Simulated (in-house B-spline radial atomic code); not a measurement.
The copper ion Cu³⁺: [Ar] 3d8

Level of theory: Dirac-Kohn-Sham PBE, spherical fractional occupations, Fermi nucleus of rms radius 3.8823 fm; calculated with a B-spline radial code for spherical atoms.

Z_r = [3n² - l(l+1)]/(2<r>); Z_e = n√(-2ε); the last column is Slater's effective charge. Values are occupation-weighted means over j.

```csv
shell,electrons,ε (eV),<r> (bohr),Z_r,Z_e,Slater
1s,2,-8895.5,0.05213,28.77,25.57,28.70
2s,2,-1109.4,0.235,25.53,18.06,24.85
2p,6,-963.93,0.2064,24.23,16.83,24.85
3s,2,-160.65,0.7052,19.14,10.31,17.75
3p,6,-117.79,0.7364,16.98,8.83,17.75
3d,8,-48.908,0.8564,12.26,5.69,8.55
```

The least bound orbital is 3d5/2 at -48.78 eV, and it is also the most diffuse (<r> = 0.8582 bohr).

Spin-orbit splittings of the orbital energies (j = l + 1/2 above j = l - 1/2 when positive): 2p 20.49 eV, 3p 2.654 eV, 3d 0.3289 eV.

For the 1s electron the small component carries 1.09 % of the norm, the zero-frequency Breit interaction raises the level by 11.83 eV, self-energy by 6 eV, and vacuum polarisation lowers it by 0.545 eV.
